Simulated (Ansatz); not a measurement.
Mulliken charges of C₂H₅ClSi, SMILES `CC[Si]Cl` from PBE/def2-TZVPP in Ansatz (PBE0-D4/def2-TZVP geometry).

| atom | x (Å) | y (Å) | z (Å) | charge (e) |
| --- | --- | --- | --- | --- |
| C1 | 0.398 | 0.855 | 0.105 | -0.243 |
| C2 | -0.690 | -0.133 | -0.277 | -0.209 |
| Si3 | -0.499 | -2.007 | -0.090 | 0.237 |
| Cl4 | 1.433 | -2.152 | 0.697 | -0.221 |
| H5 | 0.088 | 1.887 | -0.081 | 0.087 |
| H6 | 1.314 | 0.673 | -0.460 | 0.087 |
| H7 | 0.657 | 0.769 | 1.162 | 0.087 |
| H8 | -1.629 | 0.077 | 0.262 | 0.087 |
| H9 | -0.984 | -0.017 | -1.334 | 0.087 |

Question: By hand: the dipole of these point charges (1 e Å = 4.8032 D).

Answer: Σ q r = (-0.436, 0.115, -0.182) e Å, of length 0.486 e Å = 2.33 D.

Question: How does the dipole of the full density compare? (Best estimate.)

Answer: Computed: (-0.190, 0.312, -0.095) e Å, 1.81 D; the point charges give 1.29 times that, at 42° from its direction.

Point charges leave out the atoms' own dipoles, such as those of lone pairs, and Mulliken's split depends on the basis, so the two needn't agree.
